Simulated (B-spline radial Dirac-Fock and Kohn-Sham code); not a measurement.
## Free-atom binding energies and absorption edges of Ge

Level of theory: Dirac-Fock ΔSCF + Breit + QED; a radial atomic solver. Electron correlation is not included.

The run's input, task.json:

```json
{"items": [{
  "Z": 32,
  "q": 0,
  "cfg": [[1, 0, 2], [2, 0, 2], [2, 1, 6], [3, 0, 2], [3, 1, 6], [3, 2, 10], [4, 0, 2], [4, 1, 2]],
  "A": 74,
  "rrms": 4.0742,
  "do": ["binding"],
  "screen": [4, 1]
}]}
```

Run with: `python xray_run.py task.json out`

Two models are given for [Ar] 3d10 4s2 4p2. In the first the electron is removed to infinity. In the second it is placed in the 4p shell, so that the atom stays neutral; this mimics a hole screened by valence charge, or the onset of absorption below the ionisation limit. The tabulated edges (Elam, Ravel and Sieber, Radiat. Phys. Chem. 63, 121 (2002)) refer to the element in its standard state, with the Fermi level as zero for a metal.

```csv
level,ionised (eV),screened (eV),tabulated (eV)
1s,11111.9,11103.5,11103.0
2s,1426.3,1418.0,1414.6
2p3/2,1226.3,1218.0,1217.0
3s,193.4,185.1,180.1
3p3/2,132.5,124.2,120.8
3d3/2,36.71,28.44,29.80
3d5/2,36.16,27.89,29.20
```

Question: Which of the two models lies closer to the table on average?

Answer: The screened model lies closer: the mean absolute deviations are 9.8 eV (ionised) and 2.3 eV (screened). Screening lowers the levels by 8.3 eV on average.

Values without a named source are computed, but for edge energies of neutral atoms, which are taken from tables.
